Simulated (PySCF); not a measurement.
# Exercise with solution: dipole moment from atomic charges

C2H4ClNSi, SMILES N#CC[SiH2]Cl. Atoms are numbered in the order given.

```xyz
9

N      2.7582    -0.4601    -0.3156
C      1.8929     0.3133    -0.2323
C      0.7835     1.2416    -0.1478
Si    -0.8890     0.4371    -0.5519
Cl    -1.2837    -1.0173     0.8575
H      0.7331     1.6759     0.8660
H      0.9423     2.0786    -0.8520
H     -1.9331     1.4935    -0.4742
H     -0.8398    -0.1805    -1.9014
```
Charge 0, spin multiplicity 1.

The structure is a stationary point at r2SCAN-D4/def2-SVP. This is a generated structure with no PubChem entry under its InChIKey; it may be hypothetical. One conformer was computed; it need not be the lowest.

Charges (e) from PBE/def2-TZVP in PySCF:

```tsv
atom	ESP fit	IAO
N1	-0.448	-0.244
C2	0.369	0.131
C3	-0.379	-0.591
Si4	0.251	0.805
Cl5	-0.109	-0.287
H6	0.174	0.199
H7	0.181	0.198
H8	-0.033	-0.110
H9	-0.007	-0.101
```

The dipole moment of the full density is 4.23 D.

### Question
What dipole moment does each set of point charges give, and which comes closer to that of the density?

### Answer

μ = Σ q r, and 1 e Å = 4.8032 D.
ESP fit: Σ q r = (-0.550, 0.692, -0.095) e Å, |μ| = 4.27 D.
IAO: Σ q r = (-0.605, 0.662, -0.309) e Å, |μ| = 4.56 D.
ESP fit comes closer in size. Point charges leave out the atoms' own dipoles (lone pairs, polarised bonds); fits to the potential absorb them, partitions of the density don't.
